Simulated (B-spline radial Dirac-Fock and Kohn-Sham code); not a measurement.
M3 emission of Tc⁷⁺

System: technetium as Tc⁷⁺, configuration [Ar] 3d10 4s2 4p6, inside a Watson sphere of charge -7 and radius 1.6 Å (a model of the Madelung potential; inside it an electron's potential energy is raised by 63.0 eV).

Level of theory: a relativistic independent-particle model: LDA orbitals of the hole state, radiative multipoles to third order, Auger rates from the Coulomb interaction with a continuum orbital, Dirac-Fock energies; a radial B-spline solver.

```csv
line,multipole,energy (eV),width (meV),share (%)
M3-M4,E1,173.1,0.0358,6.18
M3-M5,E1,176.8,0.347,59.9
M3-N1,E1,366.7,0.197,33.9
```

The listed lines hold 100.0 % of the radiative rate. The radiative width is 0.000580 eV in the length form and 0.000503 eV in the velocity form; the two differ because the transition energies are not eigenvalue differences of the potential that gave the orbitals.

Values without a named source are computed, but for edge energies of neutral atoms, which are taken from tables.
